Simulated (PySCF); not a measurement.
## How strongly Sb binds etchant and ambient atoms

PBE0 in PySCF with def2-TZVPPD on every atom (core potentials on Sb), for the lowest determinant that a PBE0 search found; no spin–orbit coupling. D0 is De less the harmonic zero-point energy.

```tsv
X	state of SbX	D0(SbX) (eV)	D0(X₂) (eV)
H	triplet (π ↑↑)	2.46	4.26
F	triplet (π ↑↑)	4.07	1.44
Cl	triplet (π ↑↑)	3.19	2.55
Br	triplet (π ↑↑)	2.83	2.25
O	doublet (π ↑)	3.88	5.28
N	singlet (closed shell)	3.11	9.62
```

Question: Give the energy of Sb + X₂ → SbX + X at 0 K for each X.

Answer: H: 4.26 − 2.46 = +1.80 eV; F: 1.44 − 4.07 = -2.63 eV; Cl: 2.55 − 3.19 = -0.64 eV; Br: 2.25 − 2.83 = -0.58 eV; O: 5.28 − 3.88 = +1.40 eV; N: 9.62 − 3.11 = +6.51 eV (PBE0/def2-TZVPPD; negative means exothermic).

Question: Does an atom of Cl displace N from SbN?

Answer: SbN + Cl → SbCl + N has ΔE = 3.11 − 3.19 = -0.08 eV at PBE0/def2-TZVPPD, so it is too close to call at this level.

Gas-phase diatomics only hint at surface chemistry, where an atom holds several bonds.

These are scalar-relativistic numbers at best; spin–orbit coupling would shift them, the dissociation energy most. States were picked by a PBE0 search and need not be the measured ground states.
